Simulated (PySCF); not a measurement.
F5Sb, charge +1, doublet, geometry from GFN2-xTB (a state made from the parent by changing its charge; the spin is typed, not shown lowest) (all electrons, no relativity); R2SCAN/3-21G (PySCF).

Input for PySCF:
```python
from pyscf import gto, scf, dft

mol = gto.M(
    atom='''
Sb    0.00964327   -0.00302559   -0.01423230
F     1.00392385   -0.64141033    1.57706820
F    -1.57346652    0.90042129   -0.79329390
F     0.60238923    1.82142470    0.48519056
F     1.08525452   -0.50053220   -1.48642043
F    -1.17274624   -1.56275844    0.29810525
''',
    basis='3-21g',
    charge=1,
    spin=1,
    verbose=4,
)

mf = dft.UKS(mol)
mf.xc = 'r2scan'
mf.conv_tol_grad = 1e-3
mf.kernel()
```

The log (banner, timings and long lists left out):

```
PySCF version 2.14.0

[INPUT] verbose = 4
[INPUT] num. atoms = 6
[INPUT] num. electrons = 95
[INPUT] charge = 1
[INPUT] spin (= nelec alpha-beta = 2S) = 1
[INPUT] symmetry False subgroup None
[INPUT] Mole.unit = angstrom
[INPUT] Symbol           X                Y                Z      unit          X                Y                Z       unit  Magmom
[INPUT]  1 Sb     0.009643270000  -0.003025590000  -0.014232300000 AA    0.018223139245  -0.005717536465  -0.026895149123 Bohr   0.0
[INPUT]  2 F      1.003923850000  -0.641410330000   1.577068200000 AA    1.897141126419  -1.212089857167   2.980226977761 Bohr   0.0
[INPUT]  3 F     -1.573466520000   0.900421290000  -0.793293900000 AA   -2.973420788972   1.701549634828  -1.499108207288 Bohr   0.0
[INPUT]  4 F      0.602389230000   1.821424700000   0.485190560000 AA    1.138350665088   3.441993839518   0.916877276624 Bohr   0.0
[INPUT]  5 F      1.085254520000  -0.500532200000  -1.486420430000 AA    2.050833818246  -0.945868774526  -2.808927518658 Bohr   0.0
[INPUT]  6 F     -1.172746240000  -1.562758440000   0.298105250000 AA   -2.216169207213  -2.953185450453   0.563337278795 Bohr   0.0

nuclear repulsion = 760.205890784914
number of shells = 38
number of NR pGTOs = 156
number of NR cGTOs = 76
basis = 3-21g
ecp = {}

******** <class 'pyscf.dft.uks.UKS'> ********
method = UKS
initial guess = minao
damping factor = 0
level_shift factor = 0
DIIS = <class 'pyscf.scf.diis.CDIIS'>
diis_start_cycle = 1
diis_space = 8
diis_damp = 0
SCF conv_tol = 1e-09
SCF conv_tol_grad = 0.001
SCF max_cycles = 50
direct_scf = True
direct_scf_tol = 1e-13
number electrons alpha = 48  beta = 47
XC library pyscf.dft.libxc version 7.1.2
    S. Lehtola, C. Steigemann, M. J. T. Oliveira, and M. A. L. Marques,  SoftwareX 7, 1–5 (2018)
XC functionals = r2scan
    J. W. Furness, A. D. Kaplan, J. Ning, J. P. Perdew, and J. Sun,  J. Phys. Chem. Lett. 11, 8208–8215 (2020)
    J. W. Furness, A. D. Kaplan, J. Ning, J. P. Perdew, and J. Sun,  J. Phys. Chem. Lett. 11, 9248–9248 (2020)
    J. W. Furness, A. D. Kaplan, J. Ning, J. P. Perdew, and J. Sun,  J. Phys. Chem. Lett. 11, 8208–8215 (2020)
    J. W. Furness, A. D. Kaplan, J. Ning, J. P. Perdew, and J. Sun,  J. Phys. Chem. Lett. 11, 9248–9248 (2020)
radial grids:
    Treutler-Ahlrichs [JCP 102, 346 (1995); DOI:10.1063/1.469408] (M4) radial grids

becke partition: Becke, JCP 88, 2547 (1988); DOI:10.1063/1.454033
pruning grids: <function nwchem_prune>
grids dens level: 3
symmetrized grids: False
atomic radii adjust function: <function treutler_atomic_radii_adjust>
small_rho_cutoff = 0
tot grids = 93272
init E= -6770.30355133253

cycle= 1 E= -6783.81799584178  delta_E= -13.5  |g|= 0.627  |ddm|= 1.93

cycle= 2 E= -6782.84811948864  delta_E= 0.97  |g|= 1.59  |ddm|= 2.19
cycle= 3 E= -6783.77590528985  delta_E= -0.928  |g|= 0.767  |ddm|= 1.56
cycle= 4 E= -6784.00336492286  delta_E= -0.227  |g|= 0.168  |ddm|= 0.606
cycle= 5 E= -6783.77128919406  delta_E= 0.232  |g|= 0.69  |ddm|= 0.782
cycle= 6 E= -6783.86170149149  delta_E= -0.0904  |g|= 0.544  |ddm|= 0.806
cycle= 7 E= -6783.99471488476  delta_E= -0.133  |g|= 0.22  |ddm|= 0.581
cycle= 8 E= -6784.01237656239  delta_E= -0.0177  |g|= 0.103  |ddm|= 0.324
cycle= 9 E= -6784.01578433558  delta_E= -0.00341  |g|= 0.0673  |ddm|= 0.205
cycle= 10 E= -6784.01809773996  delta_E= -0.00231  |g|= 0.0178  |ddm|= 0.064
cycle= 11 E= -6784.01824052153  delta_E= -0.000143  |g|= 0.00769  |ddm|= 0.019
cycle= 12 E= -6784.01826594803  delta_E= -2.54e-05  |g|= 0.00279  |ddm|= 0.00647
cycle= 13 E= -6784.0182692113  delta_E= -3.26e-06  |g|= 0.00117  |ddm|= 0.00461
cycle= 14 E= -6784.01826926581  delta_E= -5.45e-08  |g|= 0.00116  |ddm|= 0.00274
cycle= 15 E= -6784.01826986083  delta_E= -5.95e-07  |g|= 0.000456  |ddm|= 0.000875
cycle= 16 E= -6784.01826995377  delta_E= -9.29e-08  |g|= 0.000161  |ddm|= 0.000338
cycle= 17 E= -6784.01826996631  delta_E= -1.25e-08  |g|= 3.3e-05  |ddm|= 0.000153
cycle= 18 E= -6784.01826996598  delta_E= 3.35e-10  |g|= 4.31e-05  |ddm|= 4.12e-05
Extra cycle  E= -6784.01826975905  delta_E= 2.07e-07  |g|= 0.000643  |ddm|= 0.000762
converged SCF energy = -6784.01826975905  <S^2> = 0.7523976  2S+1 = 2.0023962
```
